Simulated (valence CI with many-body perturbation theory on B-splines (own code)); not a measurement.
## Energy levels of Pm LVII

Level of theory: valence CI with perturbative core correlation (CI+MBPT): three valence electrons over a frozen Dirac-Fock core [He], radial functions for each j: 11 s, 11 p, 9 d, 7 f, 5 g, 2 h, 1 i, with the one-electron correlation potential Σ1, the two-electron term Σ2, the three-electron term Σ3, Breit, model QED; selected CI, second order for the rest (own B-spline code, finite nucleus).

The last digits are not significant, and no measured levels were compared; by estimate large intervals hold to a few tenths of a per cent, small ones and those within an open d or f shell to about a per cent.

Levels 91 to 101 of 101, with energies above the lowest level, (2s^2 2p1/2) J=1/2. "Leading %" is the weight of the configuration and term that name the level; weights of strongly mixed levels are sums over their largest components and can fall short. In the jj column 3d3/2^4 stands for four electrons in 3d with j = 3/2. Lifetimes count E1, E2, E3, M1 and M2 decay at the calculated energies, and are blank where another channel may lead or the interval is too uncertain; long ones can be off by a factor of two.

```csv
No.,Configuration,Term,J,E (eV),Leading %,Lifetime,Second component,g,Leading jj
91,2p²3p,²P°,1/2,8070.6,86,4.83 fs,8 % 2p²3p ⁴D°,0.649,2p1/2 2p3/2 3p3/2 (99 %)
92,2p²3d,²G,7/2,8077.0,51,121 fs,25 % 2p²3d ²F,1.021,2p1/2 2p3/2 3d3/2 (97 %)
93,2p²3d,²D,5/2,8090.6,35,1.23 fs,32 % 2p²3d ²F,1.145,2p1/2 2p3/2 3d3/2 (94 %)
94,2p²3d,²D,3/2,8095.9,47,1.20 fs,16 % 2p²3d ⁴D,1.092,2p1/2 2p3/2 3d3/2 (97 %)
95,2p²3d,²P,1/2,8104.0,36,1.05 fs,35 % 2p²3d ⁴P,1.685,2p1/2 2p3/2 3d3/2 (99 %)
96,2p²3d,⁴D,7/2,8109.2,47,38.5 fs,38 % 2p²3d ⁴F,1.299,2p1/2 2p3/2 3d5/2 (100 %)
97,2p²3d,²P,3/2,8125.6,38,1.67 fs,30 % 2p²3d ⁴P,1.342,2p1/2 2p3/2 3d5/2 (96 %)
98,2p²3d,²G,9/2,8126.0,63,257 fs,37 % 2p²3d ⁴F,1.176,2p1/2 2p3/2 3d5/2 (100 %)
99,2p²3d,²F,5/2,8127.0,42,1.41 fs,24 % 2p²3d ⁴D,1.136,2p1/2 2p3/2 3d5/2 (96 %)
100,2p²3d,²D,5/2,8143.0,60,961 as,25 % 2p²3d ⁴P,1.239,2p1/2 2p3/2 3d5/2 (97 %)
101,2p²3d,²F,7/2,8148.9,68,913 as,14 % 2p²3d ²G,1.121,2p1/2 2p3/2 3d5/2 (98 %)
```
